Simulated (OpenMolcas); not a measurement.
Ti2+ among 6 point charges of -2 e arranged as an octahedron (Oh).

```yaml
Program: OpenMolcas 26.06
Method: CASSCF
Basis: ANO-RCC-VDZP [5s4p2d1f]
Scalar_Hamiltonian: DKH2, point nucleus
Active_space: 2 electrons in 5 orbitals (3d)
State_averaging: 2S+1 = 3 even, 10 roots; 2S+1 = 1 even, 15 roots
Spin-orbit_coupling: state interaction with AMFI integrals over the reference wave functions
```

All point charges move together. At R = 1.88 Å |10Dq| is 18063 cm-1, and at R = 2.19 Å it is 9343 cm-1.

Problem. A third run gives 11908 cm-1. What distance was it run at?

Solution. With a power law R^-n the two known points give n = -ln(9343 / 18063) / ln(2.19 / 1.88) = 4.32. Then R = 1.88 × (18063 / 11908)^(1/4.32) = 2.070 Å. The run was at 2.08 Å, so the estimate is off by -0.010 Å.

An orbital triplet at a regular site is open to Jahn-Teller coupling, which can distort the site and quench the lowest spin-orbit gaps and is left out. Without dynamic correlation the repulsion within the d shell is too large (B by tens of per cent), so at a given field states of lower spin stand too high. This is an electrostatic model: the charges have no orbitals. No measured value stands beside these numbers.
